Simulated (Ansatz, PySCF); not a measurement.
This triplet lies 0.28 eV above the relaxed singlet at the level composite: frozen-core CCSD(T) with HF/cc-pVQZ and the correlation energy extrapolated as X^-3 from cc-pVTZ and cc-pVQZ, plus CCSDT(Q) minus CCSD(T) in cc-pVDZ // PBE0-D3(BJ)/def2-TZVP (Ansatz, an electronic-structure program); other levels give the other order.

# CHCl, SMILES `Cl[CH]` (triplet; the order of the spin states depends on the level) (charge 0, multiplicity 3)

Calculation: PySCF 2.14.0 with PBE0-D3(BJ)/def2-TZVP.

```json
{
  "highest_occupied_spin_orbital": "-6.41 eV",
  "dipole_moment": "0.78 D",
  "total_energy": "-498.5954 Ha",
  "cost": "very roughly 13 core-seconds"
}
```

Bonded distances (Å): C1–Cl2 1.646, C1–H3 1.083. Angles (°): Cl2–C1–H3 127.3.
Charge 0, spin multiplicity 3.
